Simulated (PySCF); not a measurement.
HNaO (SMILES [OH][Na]), singlet, at a GFN2-xTB geometry (such geometries of metal compounds can be far from the true shape). Base run: PBE/cc-pVDZ in PySCF.

The PySCF input:
```python
from pyscf import gto, scf, dft

mol = gto.M(
    atom='''
Na   -0.60708701   -0.34567032   -0.49916222
O     0.68596288    0.34473088    0.56471073
H     1.19025406    1.04452643    0.97309857
''',
    basis='cc-pvdz',
    verbose=4,
)

mf = dft.RKS(mol)
mf.xc = 'pbe'
mf.kernel()
```

The base run was repeated with changes; each row names its change, and settings that it needs were set with it.

| change | ΔE vs base (mEh) | fitting functions | dipole (D) | outcome |
|---|---|---|---|---|
| base | 0.000 | - | 5.31 | converged |
| auxbasis = cc-pvtz-jkfit | - | - | - | input refused |
| auxbasis = even-tempered beta=2.0 | -0.018 | 333 | 5.31 | converged |
| auxbasis = autoaux | -0.032 | 313 | 5.31 | converged |
| auxbasis = cc-pvqz-jkfit | - | - | - | input refused |
| auxbasis = cc-pvdz-jkfit | - | - | - | input refused |
| auxbasis = def2-tzvp-ri | -3.794 | 190 | 5.31 | converged |
| auxbasis = def2-universal-jkfit | -0.038 | 207 | 5.31 | converged |
| auxbasis = even-tempered beta=3.0 | -0.323 | 231 | 5.31 | converged |
| auxbasis = def2-svp-ri | -12.481 | 113 | 5.31 | converged |

A fitting set is made for a task (jfit for Coulomb, jkfit for Coulomb and exchange, ri for correlation) and for a family of orbital bases.

- auxbasis = cc-pvtz-jkfit: ended with `pyscf.lib.exceptions.BasisNotFoundError: Basis set not found for Na in cc-pvtz-jkfit`
- auxbasis = cc-pvqz-jkfit: ended with `pyscf.lib.exceptions.BasisNotFoundError: Basis set not found for Na in cc-pvqz-jkfit`
- auxbasis = cc-pvdz-jkfit: ended with `pyscf.lib.exceptions.BasisNotFoundError: Basis set not found for Na in cc-pvdz-jkfit`
